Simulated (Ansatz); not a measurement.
Level of theory: frozen-core CCSD(T)/def2-TZVPP // BP86-D3(BJ)/def2-SVP in Ansatz (a program for electronic structure).

Ansatz 0.2 input:
```yaml
crystal:
  periodic: [false, false, false]
  atoms:
    - { symbol: Zn, position_ang: [0.016421, -0.003173, -0.011139] }
    - { symbol: C, position_ang: [-1.564936, 0.163861, 1.108436] }
    - { symbol: H, position_ang: [-2.289178, -0.655971, 0.912137] }
    - { symbol: H, position_ang: [-2.091658, 1.125263, 0.925549] }
    - { symbol: H, position_ang: [-1.303426, 0.126714, 2.187969] }
    - { symbol: H, position_ang: [1.27678, -0.135587, -0.903512] }
basis:
  gaussian: { orbitals: def2-TZVPP }
correlation:
  method: ccsd_t
```

Output:

```
Functional definition: HF
941 factors; integrals over basis functions are off by at most 1.1e-3 eV
mean field evaluation 1: about -49467.6298 eV, gradient 2.8e1 eV
mean field evaluation 2: about -49467.8238 eV, gradient 2.8e1 eV
mean field evaluation 4: about -49469.8535 eV, gradient 5.1e0 eV
mean field evaluation 8: about -49469.8899 eV, gradient 3.2e-1 eV
mean field evaluation 16: about -49467.6299 eV, gradient 2.8e1 eV
mean field -49469.89013265 eV, -1817.9849304790 hartree, gradient 1.1e-6 eV, S^2 0.000000; 0 other end points of the search recorded, 0 dependent functions left out
6 core orbitals not correlated
reference -49469.89013265 eV, -1817.9849304790 hartree; 14, 14 occupied and 131, 131 virtual orbitals, 941 factors
second order -28.22644852 eV of doubles, -0.00000000 eV of singles
cycle   1  -25.18265022 eV  change     3.0e0 eV  update   1.5e-1
cycle   2  -26.30150721 eV  change    -1.1e0 eV  update   7.6e-2
cycle   3  -26.54616139 eV  change   -2.4e-1 eV  update   2.2e-2
cycle   4  -26.48616936 eV  change    6.0e-2 eV  update   7.9e-3
cycle   5  -26.47247758 eV  change    1.4e-2 eV  update   3.0e-3
cycle   6  -26.47691696 eV  change   -4.4e-3 eV  update   1.0e-3
cycle   7  -26.47710185 eV  change   -1.8e-4 eV  update   3.9e-4
cycle   8  -26.47640885 eV  change    6.9e-4 eV  update   1.3e-4
cycle   9  -26.47649477 eV  change   -8.6e-5 eV  update   4.1e-5
cycle  10  -26.47657885 eV  change   -8.4e-5 eV  update   1.3e-5
cycle  11  -26.47655434 eV  change    2.5e-5 eV  update   6.8e-6
perturbative correction -0.69074239 eV, -0.0253843147 hartree
Total energy: -49497.05742938 eV, -1818.9833102191 hartree
```

Cost: about 30 core-seconds (a rough figure).
